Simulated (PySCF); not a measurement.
Correlation energy of F⁺ (fluorine, charge +1)

[He] 2s2 2p4, high-spin 3P determinant. Computed with PySCF 2.14 in x2c-TZVPall (5s3p2d1f, 31 functions), with the spin-free X2C one-electron Hamiltonian (Gaussian nucleus). Frozen: 1s2; 6 electrons correlated.

MP2 pair energies summed by pair of shells (mhartree):

```tsv
pair	energy	share (%)
2p-2p	-66.48	47.2
2s-2p	-64.69	45.9
2s-2s	-9.71	6.9
```

Total MP2 correlation energy: -140.88 mhartree.

Same-spin part -34.11 and opposite-spin part -106.77 mhartree; SCS-MP2 scales them by 1/3 and 6/5 to -139.50 mhartree.

```tsv
level	correlation energy (mhartree)
CCSD	-156.64
(T)	-1.90
CCSD(T)	-158.54
```

Diagnostics: T1 = 0.0041, D1 = 0.0077, largest double amplitude 0.028.

**Question.** Is a single reference adequate?

**Answer.** Yes: T1 lies below 0.03 and no double amplitude reaches 0.07.
